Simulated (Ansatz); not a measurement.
All values below come from frozen-core CCSD(T)/cc-pVTZ // r2SCAN-D4/def2-TZVP (Ansatz, an electronic-structure program).

Ansatz 0.2 input:
```yaml
crystal:
  periodic: [false, false, false]
  atoms:
    - { symbol: O, position_ang: [1.684568, 0.02068, -0.33102] }
    - { symbol: Ge, position_ang: [-0.071208, -0.029817, 0.016578] }
    - { symbol: H, position_ang: [-0.305439, -0.297596, 1.508892] }
    - { symbol: H, position_ang: [-0.752728, -1.087974, -0.860563] }
    - { symbol: H, position_ang: [-0.514441, 1.38836, -0.372854] }
basis:
  gaussian: { orbitals: cc-pVTZ }
correlation:
  method: ccsd_t
magnetization:
  spin_polarized: true
  initial_magnetization: 1
```

Output:

```
Functional definition: HF
685 factors; integrals over basis functions are off by at most 9.5e-4 eV
mean field evaluation 1: about -58551.8492 eV, gradient 3.0e1 eV
mean field evaluation 2: about -58551.8538 eV, gradient 3.0e1 eV
mean field evaluation 4: about -58558.2427 eV, gradient 6.7e0 eV
mean field evaluation 8: about -58558.9589 eV, gradient 2.4e-1 eV
mean field evaluation 16: about -58551.8312 eV, gradient 3.0e1 eV
mean field evaluation 32: about -58558.9603 eV, gradient 7.3e-4 eV
mean field evaluation 64: about -58557.4926 eV, gradient 1.1e1 eV
mean field evaluation 96: about -58558.9063 eV, gradient 3.1e-4 eV
mean field evaluation 128: about -58556.9014 eV, gradient 4.9e-2 eV
mean field evaluation 160: about -58558.9065 eV, gradient 1.2e-1 eV
mean field evaluation 192: about -58558.9603 eV, gradient 2.4e-3 eV
mean field -58558.96029710 eV, -2152.0020982295 hartree, gradient 3.1e-6 eV, S^2 0.758268; 7 other end points of the search recorded, 0 dependent functions left out
determinant -58558.96029710 eV, -2152.0020982295 hartree, with singles and doubles -58570.59777713 eV, -2152.4297677323 hartree
determinant -58558.90631596 eV, -2152.0001144592 hartree, with singles and doubles -58570.53466538 eV, -2152.4274484184 hartree
determinant -58556.90140539 eV, -2151.9264353547 hartree, with singles and doubles -58568.53582331 eV, -2152.3539923273 hartree
determinant -58558.96029710 eV, -2152.0020982295 hartree, with singles and doubles -58570.51156344 eV, -2152.4265994379 hartree
determinant -58558.90631596 eV, -2152.0001144592 hartree, with singles and doubles -58570.44797871 eV, -2152.4242627421 hartree
10 core orbitals not correlated
reference -58558.96029710 eV, -2152.0020982295 hartree; 12, 11 occupied and 93, 94 virtual orbitals, 685 factors
second order -10.73018489 eV of doubles, -0.00000000 eV of singles
cycle   1  -11.55126357 eV  change    2.8e-6 eV  update   2.2e-6
perturbative correction -0.39506039 eV, -0.0145182017 hartree
Total energy: -58570.90662106 eV, -2152.4411175377 hartree
```

Cost: very roughly 4 core-minutes.
